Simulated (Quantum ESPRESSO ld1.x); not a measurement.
Results of a calculation; reference values are marked as such.
Q: Species: Ce50+. Configuration: [He] 2s2 2p4. Level of theory: Dirac Kohn-Sham, relativistic LDA (MacDonald-Vosko exchange, VWN5 correlation), spin-unpolarised, spherical densities, point nucleus; open shells are shared between the two j in proportion to 2j + 1 (ld1.x of Quantum ESPRESSO 7.5). Some entries of the table are withheld. Estimate them.

orbital,occ.,eigenvalue (hartree),<1/r> (bohr^-1),r(max) (bohr)
1s1/2,2,-1623.39,63.19,0.016
2s1/2,2,-372.236,(1),(2)
2p1/2,1.33333,(3),(4),(5)
2p3/2,2.66667,(6),(7),(8)

A: 
(1) 2s1/2 <1/r> (bohr^-1): 15.41
(2) 2s1/2 r(max) (bohr): 0.087
(3) 2p1/2 eigenvalue (hartree): -363.272
(4) 2p1/2 <1/r> (bohr^-1): 15.34
(5) 2p1/2 r(max) (bohr): 0.067
(6) 2p3/2 eigenvalue (hartree): -345.693
(7) 2p3/2 <1/r> (bohr^-1): 13.93
(8) 2p3/2 r(max) (bohr): 0.072
